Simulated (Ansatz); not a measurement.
# Relative stability

Two relaxed structures of H₂SeSO, singlet (PBE0-D4/def2-TZVP; forces vanish, vibrations not checked).

A:

| atom | x (Å) | y (Å) | z (Å) |
| --- | --- | --- | --- |
| O1 | -1.1853 | -1.0014 | 0.1248 |
| S2 | -0.5715 | 0.3335 | 0.8785 |
| Se3 | 1.5634 | 0.3122 | 0.5114 |
| H4 | -1.3775 | -0.7675 | -0.7908 |
| H5 | 1.5709 | 1.1233 | -0.7240 |

B:

```
5
angstrom
O -1.2552 -0.8819 0.2845
S -0.7791 0.4830 0.5253
Se 1.4823 0.6280 0.7072
H -0.7954 0.6950 1.8884
H 1.6161 0.9147 -0.7278
```

Computed with Ansatz 0.2.0 (basis: def2-TZVPP); correlated methods freeze the cores. Filled d shells of the heavier atoms are correlated. The def2 sets are not built for correlating such inner shells, so the correlated values are less sure here. B3LYP uses VWN-RPA correlation.

Q: Which structure is lower at CCSD(T), and by how much? (To be estimated.)

A: By the calculation: A, by 0.725 eV (electronic energy, against the other). By their contacts, A is H₂SeSO ([OH][S][SeH]) and B is H₂SeSO ([O][SH][SeH]).

All methods give the same order:

```tsv
method	E(B) − E(A) (eV)
PBE-D4	0.517
r2SCAN-D4	0.518
PBE0-D4	0.647
B3LYP-D4	0.638
wB97M-V	0.781
HF	0.963
MP2	0.648
CCSD	0.800
CCSD(T)	0.725
```

T1 diagnostic: at most 0.017.

Labels in which every atom is bracketed show which atoms are joined, not bond orders.

For scale, one of the runs: CCSD(T)/def2-TZVPP, 149 basis functions, launched by `ansatz run in.yaml --threads 2 --pin off --events-out ev --progress --plain --max-ram 4352MiB`. Hardware: 2 CPU threads of an AMD EPYC 7B13, shared host. Wall time 24 s; peak host memory 0.97 GiB.
